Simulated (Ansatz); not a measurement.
Relaxation of C2H5NOSi (10 atoms, charge 0, multiplicity 1), to a largest force component of 0.015 eV/Å in at most 40 steps.

Level of theory: RKS CAM-B3LYP/def2-SVP in Ansatz 0.2.0.

```xyz
10
Properties=species:S:1:pos:R:3:forces:R:3
O -1.825 -2.838 -0.526 0.31 1.57 0.86
C -1.430 -1.821 -0.059 -2.69 -6.63 -2.70
N -1.004 -0.841 0.396 3.46 4.94 0.97
C 0.168 -0.220 -0.407 -3.15 0.17 -0.05
Si 0.729 1.298 0.434 0.42 1.41 1.54
H -0.288 0.060 -1.397 0.65 -0.26 0.46
H 0.953 -0.930 -0.536 0.80 -0.86 -0.22
H 1.334 0.991 1.778 -0.20 -0.08 -0.25
H -0.357 2.322 0.661 0.15 -0.41 -0.21
H 1.804 1.928 -0.342 0.25 0.14 -0.39
```

Q: Where does it end, and by what steps?

A: The forces met the threshold. The force dipped under the threshold on the way, but the program's further checks kept it going. After 31 steps the energy has fallen by 0.659 eV; O1 moved furthest, 1.24 Å.

```json
{"step": "0", "energy less start (eV)": "0.0000", "largest force component (eV/Å)": "6.633", "accepted": "yes"}
{"step": "2", "energy less start (eV)": "-0.4793", "largest force component (eV/Å)": "0.874", "accepted": "yes"}
{"step": "4", "energy less start (eV)": "-0.5938", "largest force component (eV/Å)": "1.311", "accepted": "yes"}
{"step": "6", "energy less start (eV)": "-0.6378", "largest force component (eV/Å)": "0.137", "accepted": "yes"}
{"step": "8", "energy less start (eV)": "-0.6396", "largest force component (eV/Å)": "0.248", "accepted": "no"}
{"step": "10", "energy less start (eV)": "-0.6400", "largest force component (eV/Å)": "0.040", "accepted": "no"}
{"step": "12", "energy less start (eV)": "-0.6402", "largest force component (eV/Å)": "0.021", "accepted": "yes"}
{"step": "14", "energy less start (eV)": "-0.6402", "largest force component (eV/Å)": "0.009", "accepted": "yes"}
{"step": "16", "energy less start (eV)": "-0.6403", "largest force component (eV/Å)": "0.014", "accepted": "yes"}
{"step": "18", "energy less start (eV)": "-0.6385", "largest force component (eV/Å)": "0.536", "accepted": "no"}
{"step": "20", "energy less start (eV)": "-0.6423", "largest force component (eV/Å)": "0.238", "accepted": "yes"}
{"step": "22", "energy less start (eV)": "-0.6486", "largest force component (eV/Å)": "0.061", "accepted": "yes"}
{"step": "24", "energy less start (eV)": "-0.6512", "largest force component (eV/Å)": "0.400", "accepted": "yes"}
{"step": "26", "energy less start (eV)": "-0.6554", "largest force component (eV/Å)": "0.253", "accepted": "yes"}
{"step": "28", "energy less start (eV)": "-0.6591", "largest force component (eV/Å)": "0.055", "accepted": "yes"}
{"step": "30", "energy less start (eV)": "-0.6593", "largest force component (eV/Å)": "0.017", "accepted": "yes"}
{"step": "31", "energy less start (eV)": "-0.6594", "largest force component (eV/Å)": "0.013", "accepted": "yes"}
```

```xyz
10
Properties=species:S:1:pos:R:3
O -1.979 -2.646 0.688
C -1.394 -1.794 0.135
N -0.887 -0.906 -0.478
C 0.269 -0.126 -0.791
Si 0.628 1.199 0.527
H 0.114 0.376 -1.760
H 1.155 -0.772 -0.916
H 0.869 0.535 1.836
H -0.533 2.120 0.643
H 1.839 1.962 0.118
```

Whether the end is a true minimum wasn't checked by a vibrational analysis.

The run took 110 s on 2 threads of Intel(R) Xeon(R) Platinum 8259CL CPU @ 2.50GHz (Skylake/Cascade Lake), with other jobs on the host, peak memory 0.26 GiB.
